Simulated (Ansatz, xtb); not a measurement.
**Ranking isomers of C4H7FSi**

12 gas-phase structures of C4H7FSi, from a drawn sample of its isomers (lower ones may exist). Each was relaxed with GFN2-xTB:

A. `C=C/C(F)=C/[SiH3]`, a singlet
B. `C=C(F)C(=C)[SiH3]`, a singlet
C. `C=C/C([SiH3])=C\F`, a singlet
D. `C=C/C=C(\F)[SiH3]`, a singlet
E. `C=C(F)/C=C\[SiH3]`, a singlet
F. `C=C(F)/C=C/[SiH3]`, a singlet
G. `C=C([SiH3])/C=C/F`, a singlet
H. `F/C=C/C=C/[SiH3]`, a singlet
I. `C=C/C=C(/F)[SiH3]`, a singlet
J. `C=C([SiH3])/C=C\F`, a singlet
K. `C=C/C([SiH3])=C/F`, a singlet
L. `C=C/C(F)=C\[SiH3]`, a singlet

Estimate their order in r2SCAN-D4/def2-SVP energy at these geometries, lowest first.

Calculated order at r2SCAN-D4/def2-SVP: A (0.0), L (6.7), F (8.0), E (10.8), B (14.9), C (18.2), H (19.7), K (22.0), D (23.1), J (24.9), G (30.8), I (34.4) kJ/mol. Less than 1 kcal/mol parts L and F; F and E; E and B; B and C; C and H; H and K; K and D; D and J; G and I, so the order within those pairs means little.

Energies above the lowest of each column, in kJ/mol; the last columns are at PBE0-D3(BJ)/def2-SVP geometries and were run for some of them only (a dash: not run or not comparable):

```tsv
structure	GFN2-xTB	HF/STO-3G	r2SCAN-D4/def2-SVP	PBE0-D3(BJ)/def2-SVP	CCSD(T)/def2-SVP + ΔMP2/def2-TZVPP
A	0.7	0.0	0.0	0.0	0.0
L	0.0	5.5	6.7	5.5	4.1
F	4.9	2.5	8.0	6.5	4.5
E	5.1	8.3	10.8	9.9	10.1
B	8.1	12.3	14.9	12.6	7.9
C	6.9	10.3	18.2	14.6	11.2
H	3.9	6.5	19.7	–	–
K	4.5	10.8	22.0	–	–
D	7.6	8.3	23.1	–	–
J	13.0	16.8	24.9	–	–
G	11.1	18.5	30.8	–	–
I	4.7	13.4	34.4	–	–
```

Every level run on A puts it lowest or level with the lowest. CCSD(T)/def2-SVP + ΔMP2/def2-TZVPP orders those it was run on as A (0.0), L (4.1), F (4.5), B (7.9), E (10.1), C (11.2) kJ/mol. Less than 1 kcal/mol parts A and L; L and F; F and B; B and E; E and C, so the order within those pairs means little. Flexible structures stand in one conformer each, not always the lowest. Frequencies (GFN2-xTB) were run for A, B, C, E, F, L alone. ΔMP2 is the change of the MP2 energy from the smaller to the larger basis.

Over these structures GFN2-xTB departs from r2SCAN-D4/def2-SVP by 6.4 kJ/mol on average once a common shift is removed. A GFN2-xTB relaxation took about 0.11 s and the r2SCAN-D4/def2-SVP energy about 2.4 s on a shared host (Ansatz 0.2.0, xtb 6.7.1).
